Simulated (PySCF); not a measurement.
Series Al-XY, Y = H, computed as singlets and as triplets. Isolated molecules, 0 K electronic values unless said otherwise. One relaxed conformer stands for each flexible species; it need not be the lowest. Strings in code marks are SMILES.

Quantity: adiabatic spin-state energy, in kcal/mol. HF references are unrestricted for open shells and restricted for singlets. Levels without diffuse functions put anions too high.

Level 1: frozen-core MP2/6-31G* // B3LYP-D3(BJ)/def2-TZVPD (PySCF)
Level 2: HF/3-21G // B3LYP-D3(BJ)/def2-TZVPD (PySCF)
Level 3: HF/6-31G* // B3LYP-D3(BJ)/def2-TZVPD (PySCF)
Level 4: HF/STO-3G // B3LYP-D3(BJ)/def2-TZVPD (PySCF)

```csv
species,level 1,level 2,level 3,level 4
`[AlH-][SiH3]`: multiplicity 3 minus multiplicity 1,7.97,1.01,-0.05,39.4
`[AlH-][SH]`: multiplicity 3 minus multiplicity 1,20.3,14.1,12.0,45.3
`[BH2][AlH-]`: multiplicity 3 minus multiplicity 1,-2.50,-10.4,-10.1,-18.0
`[OH][AlH-]`: multiplicity 3 minus multiplicity 1,23.2,16.3,14.1,52.8
`[NH2][AlH-]`: multiplicity 3 minus multiplicity 1,23.5,18.2,14.4,51.1
`N#[C][AlH-]`: multiplicity 3 minus multiplicity 1,16.2,5.20,5.60,38.5
`[F][AlH-]`: multiplicity 3 minus multiplicity 1,23.0,17.1,14.2,51.6
`[AlH-][Cl]`: multiplicity 3 minus multiplicity 1,21.0,15.4,12.8,50.6
```
